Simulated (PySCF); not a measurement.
CF3CH2OCH2CF3, C₄H₄F₆O.
Atom-mapped SMILES: `[F:1][C:2]([F:3])([F:4])[CH2:5][O:6][CH2:7][C:8]([F:9])([F:10])[F:11]` (hydrogens: H12, H13 on C5; H14, H15 on C7)

Method used: PBE0-D3(BJ)/def2-SVP geometry optimisation, gas phase (PySCF).

Some entries are withheld. Bonds in one row agree within 0.01 Å.

| coordinate | value |
| --- | --- |
| F1–C2 | ? |
| C2–F3 and 4 like bonds | ? |
| C2–C5, C7–C8 | ? |
| C5–O6 | 1.386 Å |
| O6–C7 | 1.395 Å |
| C5–H12 and 3 like bonds | 1.103 Å |
| F1–C2–F3 | ? |
| F1–C2–C5 | ? |
| F4–C2–C5 | ? |
| C2–C5–O6 | ? |
| C5–O6–C7 | 116.8° |
| O6–C7–C8 | ? |

Q: Fill in the missing values.

A: 
- F1–C2 = 1.340 Å, drawn single (fluorine of a CF3 group to CF3 carbon); 0.01 Å above the sum of covalent radii, 1.33 Å.
- C2–F3 and 4 like bonds = 1.332 Å, drawn single (CF3 carbon to fluorine of a CF3 group); equal to the sum of covalent radii, 1.33 Å.
- C2–C5, C7–C8 = 1.515 Å, drawn single (CF3 carbon to sp3 carbon bound to oxygen); 0.01 Å below the sum of covalent radii, 1.52 Å.
- F1–C2–F3 = 107.5°, at the CF3 carbon; the outer atoms are 2.152 Å apart.
- F1–C2–C5 = 111.3°, at the CF3 carbon; the outer atoms are 2.362 Å apart.
- F4–C2–C5 = 109.7°, at the CF3 carbon; the outer atoms are 2.335 Å apart.
- C2–C5–O6 = 113.1°, at the sp3 carbon bound to oxygen; the outer atoms are 2.424 Å apart.
- O6–C7–C8 = 108.5°, at the sp3 carbon bound to oxygen; the outer atoms are 2.361 Å apart.

Radii are Cordero's, carbon taken as 0.76, 0.73 or 0.69 Å for four, three, and two or fewer neighbours.

PBE0-D3(BJ)/def2-SVP frequencies: not computed here. One conformer, not necessarily the lowest (C2–C5–O6–C7 77°, C5–O6–C7–C8 146°).
